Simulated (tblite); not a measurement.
C₅H₁₂FPSi.
Structure used (GFN2-xTB), in Å, numbered top down from 1:
```
atom  x, y, z in Å
C1    -2.2629   -0.7112    0.3959
C2    -1.0248    0.0490   -0.0915
C3    -1.4272    1.3665   -0.7595
C4    -0.2669   -0.8025   -1.0639
F5    -0.9847   -1.0494   -2.1960
P6     1.2395   -1.5451   -1.0386
C7     1.9288   -1.0439    0.6074
Si8    2.7470    0.6837    0.5925
H9    -2.9072   -0.9563   -0.4456
H10   -2.8247   -0.1004    1.0990
H11   -1.9731   -1.6368    0.8902
H12   -0.3796    0.2705    0.7624
H13   -2.0581    1.1737   -1.6243
H14   -0.5449    1.9105   -1.0905
H15   -1.9781    1.9876   -0.0569
H16    2.6965   -1.7841    0.8399
H17    1.1654   -1.1273    1.3792
H18    1.7721    1.6954    0.1806
H19    3.8725    0.6696   -0.3394
H20    3.2051    0.9611    1.9560
```

Level: GFN2-xTB in tblite, geometry and Hessian alike; calculated harmonic values, unscaled, isolated species. The method is semi-empirical: single wavenumbers can be off by several per cent or more. Modes of hydrogen on silicon can be 10 to 20 % off. One conformer, not necessarily the lowest.

Harmonic wavenumbers (cm⁻¹): 45.2, 66.0, 80.0, 86.8, 178.8, 188.1, 200.1, 218.7, 234.2, 260.2, 328.3, 373.5, 483.0, 511.0, 520.2, 524.2, 676.4, 711.8, 732.7, 769.1, 775.9, 784.2, 798.5, 927.5, 949.2, 984.1, 1021.5, 1037.5, 1125.1, 1130.6, 1159.4, 1173.0, 1226.9, 1296.3, 1351.9, 1401.5, 1416.6, 1439.8, 1489.1, 1492.7, 1498.7, 1503.5, 2255.4, 2261.8, 2286.9, 2963.2, 2968.6, 2983.9, 3025.2, 3030.0, 3031.8, 3034.3, 3039.7, 3043.5.

A = 1874, B = 879.7, C = 734.4 MHz; mass 150.043 u (most abundant isotopes); point group C1, symmetry number 1.

What is the zero-point energy?

½Σν̃ = 33548 cm⁻¹ = 401.33 kJ/mol.

Give the ideal-gas entropy at 400 K and 1 bar in the rigid-rotor, harmonic-oscillator model (classical rotation).

Translation 177.46, rotation 129.03, vibration 203.81: S = 510.3 J/(mol K).

And Cp and H(400 K) − H(0)?

Cp = 226.46 J/(mol K), of which vibrations give 193.20 (their classical limit is 54 R = 449.0); H(400 K) − H(0) = 54.62 kJ/mol without the zero-point energy, 41.32 from vibrations.

Which modes carry the vibrational entropy at 400 K?

45.2 cm⁻¹: 23.43; 66.0 cm⁻¹: 20.29; 80.0 cm⁻¹: 18.70; 86.8 cm⁻¹: 18.03; 178.8 cm⁻¹: 12.13; 188.1 cm⁻¹: 11.72 J/(mol K); the other 48 give 99.52 together.

How do the functions run with temperature in this model?

```tsv
T (K)	S (J/(mol K))	Cp (J/(mol K))	H − H(0) (kJ/mol)	G − H(0) (kJ/mol)	ln q(vib)
150	349.3	116.7	11.36	-41.04	3.97
250	419.7	162.5	25.32	-79.60	7.31
298.15	450.1	184.1	33.66	-100.55	8.87
600	615.1	290.8	106.75	-262.31	18.10
900	745.9	353.3	204.14	-467.15	26.32
```

q(vib) and H(0) count from the zero-point level.

What must be added to the electronic energy to get the Gibbs energy at 400 K and 1 bar?

ZPE + [H(400 K) − H(0)] − T·S = 401.33 + 54.62 − 204.12 = 251.83 kJ/mol.

Blend soft modes into free rotors: weight 1/[1 + (100 cm⁻¹/ν̃)⁴] for the oscillator and the rest for a rotor with moment μB/(μ + B), μ = h/(8π²ν), B = 10⁻⁴⁴ kg m². What vibrational entropy results?

186.33 J/(mol K) in place of 203.81, which changes −T·S at 400 K by +6.99 kJ/mol.

Hindered rotation and anharmonicity are outside this model. Other conformers, if any are populated, would add a mixing term that is left out. The structure is chiral; the term R ln 2 for an equal mix with its mirror image is left out.
